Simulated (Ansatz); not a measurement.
## Ligand exchange: GeH2(CH3)2 + TiF4 → GeH2(CH3)F + Ti(CH3)F3

Species: GeH2(CH3)2, singlet; TiF4 `[F][Ti]([F])([F])[F]`, singlet; GeH2(CH3)F, singlet; Ti(CH3)F3, singlet. The partners trade CH3 for F: Ge–CH3 and Ti–F bonds give way to Ge–F and Ti–CH3.

Shapes, held fixed at every level: PBE0-D4/def2-TZVP. Programs: Ansatz 0.2.0. The zero-point and thermal change to 298 K, harmonic and unscaled (PBE0-D4/def2-TZVP), is -4.0 kJ/mol.

**Question.** Estimate ΔH(298 K) of this reaction.

**Answer.** The highest level, CCSD(T)/def2-TZVPP, gives ΔH(298 K) = +106.4 kJ/mol; the levels span +87.6 to +131.6. The column of differences is taken from that level and isn't an error. No measured value is set beside it here. Relativity is left out for Ge. Outer-core shells of Ge, Ti are correlated, in sets that cover them unevenly.

| level | kind | ΔH(298 K) (kJ/mol) | less CCSD(T)/def2-TZVPP |
| --- | --- | --- | --- |
| HF/def2-TZVPP | Hartree–Fock | +87.6 | -18.8 |
| SPW92/def2-TZVPP | LDA | +118.2 | +11.8 |
| PBE0-D4/def2-TZVPP | global hybrid | +106.7 | +0.3 |
| r2SCAN0-D4/def2-TZVPP | global hybrid | +103.9 | -2.5 |
| MP2/def2-SVP | perturbation theory | +131.6 | +25.2 |
| CCSD/def2-SVP | coupled cluster or CI | +108.6 | +2.2 |
| CCSD(T)/def2-TZVPP | coupled cluster or CI | +106.4 | 0.0 |
